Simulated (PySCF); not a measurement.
Input for PySCF: R-B3LYP/3-21G on H3NOSe (SMILES N[Se]O), a point of a torsion scan.

```python
from pyscf import gto, scf, dft, mp
from pyscf.data.elements import chemcore

mol = gto.M(
    atom='''
    N    -0.99819376    0.13049277   -0.03385233
    Se    0.39300991   -0.37039769    1.06032591
    O     1.68457231   -0.36076468   -0.19121835
    H    -1.61902866   -0.64092242   -0.25465052
    H    -1.53980336    0.88407795    0.37210007
    H     1.75812165    0.52188025   -0.56566283
    ''',
    basis='3-21g',
    charge=0, spin=0, verbose=3, max_memory=1800)
mf = dft.RKS(mol, xc='b3lyp')
mf.conv_tol = 1e-8
mf.max_cycle = 100
mf.kernel()
if not mf.converged:
    mf = mf.newton().run(mf.mo_coeff, mf.mo_occ)
```

Program output:

```
converged SCF energy = -2521.21440269518
```

Self-consistency was reached.

Cost: very roughly 23 core-seconds.
